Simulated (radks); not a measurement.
The numbers below are computed, except where a source is named.
Task: These are the eigenvalues of the occupied orbitals of an atom or ion with whole-number occupations (hartree). Level of theory: Dirac Kohn-Sham, PBE, spin-unpolarised, spherical densities, point nucleus (a radial shooting solver on a logarithmic mesh with Libxc functionals).

1s1/2: -1653.548
2s1/2: -269.1411
2p1/2: -254.8816
2p3/2: -234.2918
3s1/2: -59.07324
3p1/2: -52.96385
3p3/2: -48.82331
3d3/2: -38.21444
3d5/2: -37.31710
4s1/2: -12.14831
4p1/2: -9.82520
4p3/2: -8.92313
4d3/2: -5.10518
4d5/2: -4.94502
5s1/2: -2.03638
5p1/2: -1.40437
5p3/2: -1.27756
4f5/2: -0.58881
6s1/2: -0.42954
7s1/2: -0.16303

Which element is it, and in what charge state? The configuration may be excited. Open shells, if any, fill j = l - 1/2 first.

Result: Z = 61, promethium, charge +1: Pm+ in [Kr] 4d10 4f5 5s2 5p5 6s1 7s1. The list shows which subshells hold electrons but not how many an open one holds; the 1s level, -1653.5 hartree, gives Z - s = 57.5 by -(Z - s)^2/2, which with screening and relativity narrows Z to a few neighbours, and the depths of the outer levels then fix element, charge and occupations together.
